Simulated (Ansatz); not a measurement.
This geometry of C₂H₆BNSe (11 atoms, charge 0, multiplicity 1) is a first-order saddle point.

Level of theory: Ansatz 0.2.0, RKS r2SCAN/def2-SVP.

```xyz
11
Properties=species:S:1:pos:R:3
B -0.685 1.547 1.049
C -1.121 0.242 0.262
N 0.009 -0.655 0.432
C 0.741 -0.922 -0.565
Se 2.281 -2.024 -0.348
H 0.291 2.142 0.656
H -1.271 1.941 2.028
H -2.016 -0.232 0.695
H -1.334 0.482 -0.806
H 0.559 -0.565 -1.601
H 2.611 -2.014 -1.782
```

Task: Which two structures does it join? (They come from a converged band through this point; their orientation in space is the band's.)

Result: Bonds formed: B1–N3. The dihedral H6–B1–C2–H9 goes from -147 to -1°.

Initial state:

```xyz
11
Properties=species:S:1:pos:R:3
B -0.781 1.620 1.160
C -0.832 0.219 0.482
N 0.410 -0.506 0.392
C 0.793 -0.918 -0.739
Se 2.456 -1.840 -0.910
H 0.191 1.995 1.767
H -1.781 2.298 1.130
H -1.487 -0.289 1.236
H -1.437 0.211 -0.453
H 0.231 -0.788 -1.689
H 2.302 -2.059 -2.357
```

Final state:

```xyz
11
Properties=species:S:1:pos:R:3
B -0.236 1.078 1.159
C -1.364 0.631 0.104
N -0.050 -0.008 0.076
C 0.548 -0.824 -0.686
Se 2.361 -1.273 -0.393
H 0.425 2.075 0.950
H -0.309 0.638 2.288
H -2.161 -0.061 0.407
H -1.586 1.189 -0.815
H 0.038 -1.294 -1.542
H 2.400 -2.207 -1.529
```

Task: How far does it lie above each of them?

Result: 3.5 kcal/mol above the first and 11.6 kcal/mol above the second. This is the barrier of this one path; another mechanism may lie lower.

The run took 8.4 min on 2 threads of Arm Neoverse V1, on a shared host, peak memory 0.18 GiB.
